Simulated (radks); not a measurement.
Numerical settings for neutral selenium, [Ar] 3d10 4s2 4p4. Method: Dirac Kohn-Sham, BLYP, spin-unpolarised, spherical densities, point nucleus; open shells fill j = l - 1/2 first; computed with a radial shooting solver on a logarithmic mesh with Libxc functionals. The defaults (mesh step 0.008 in ln r, mesh end at 40 bohr or more with all orbitals vanishing there, Anderson mixing 0.5 over 9 steps, residual threshold near 1e-9 with the energy settled to 1e-9 hartree or 1e-11 of itself, here a cap of 61 iterations) give E = -2430.5469 hartree and 4p3/2 at -6.202 eV in 14 iterations. Times are rough (one thread of a shared host). Changes against that run (0 stands for a change within the tolerance of the run):

setting,iterations,converged,E (mhartree),e(4p3/2) (meV),CPU (s)
mesh step in ln r 0.003,14,yes,0,0,0.26
mesh step in ln r 0.02,14,yes,0,0,0.05
mesh step in ln r 0.05,14,yes,+0.00887,0,0.02
mesh end (bohr) 1,61,level above zero,+1.21e+05,+5.46e+05,0.58
mesh end (bohr) 400,14,yes,0,0,0.1
residual threshold 1e-13,20,yes,0,0,0.12
residual threshold 1e-05,10,yes,0,+0.0132,0.08
mixing 1,12,yes,0,0,0.09
"linear mixing, mixing 0.05",61,no,+0.225,-163,0.38
"linear mixing, mixing 0.2",61,no,0,-0.00562,0.32
mixing history 20,18,yes,0,0,0.12
iteration cap 5,5,no,+0.408,+120,0.05

Settled on a wrong energy, with an occupied level pushed above zero by the early mesh end: mesh end (bohr) 1 (+121 hartree). Apart from these: no run marked as converged misses the energy by more than 1 mhartree. A mesh that ends early acts as a hard wall.
